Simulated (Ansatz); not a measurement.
`C=NC[O][SbH2]` and `C=NC[SiH3]` differ in one atom or group.

Ansatz, PBE0-D4/def2-TZVP geometries, multiplicity 1. Each molecule was computed in one conformer, which needn't be the lowest.

Elements past krypton have def2 core potentials.

```json
{"property": "HOMO energy (PBE0/def2-TZVPP) / eV", "`C=NC[O][SbH2]`": "-7.36"}
{"property": "size of the dipole moment (ωB97M-V/def2-TZVPP) / D", "`C=NC[O][SbH2]`": "1.98"}
{"property": "size of the dipole moment (B3LYP/def2-TZVPP) / D", "`C=NC[O][SbH2]`": "1.89"}
{"property": "HOMO energy (ωB97M-V/def2-TZVPP) / eV", "`C=NC[O][SbH2]`": "-9.68"}
{"property": "LUMO energy (PBE/def2-TZVPP) / eV", "`C=NC[O][SbH2]`": "-2.08"}
{"property": "HOMO–LUMO gap (ωB97M-V/def2-TZVPP) / eV", "`C=NC[O][SbH2]`": "10.15"}
```

(1) Give the same properties after the change, and the shifts. (Best estimate.)

Results:

(1) Computed: 
| property | `C=NC[SiH3]` | shift |
| --- | --- | --- |
| HOMO energy (PBE0/def2-TZVPP) / eV | -7.49 | -0.13 |
| size of the dipole moment (ωB97M-V/def2-TZVPP) / D | 1.54 | -0.44 |
| size of the dipole moment (B3LYP/def2-TZVPP) / D | 1.48 | -0.41 |
| HOMO energy (ωB97M-V/def2-TZVPP) / eV | -9.88 | -0.20 |
| LUMO energy (PBE/def2-TZVPP) / eV | -1.60 | 0.48 |
| HOMO–LUMO gap (ωB97M-V/def2-TZVPP) / eV | 11.54 | 1.39 |

With PBE0 the HOMO falls by 0.13 eV and the LUMO rises by 0.78 eV, so the gap widens by about 0.91 eV. PBE moves the HOMO by -0.13 eV and ωB97M-V by -0.20 eV. Dipoles are sizes alone; their direction can turn.

B3LYP here is the variant with VWN-RPA as its local correlation; programs differ in this.

Spin–orbit coupling is left out; it splits and shifts lone-pair levels of the heavy atoms by tenths of an eV.
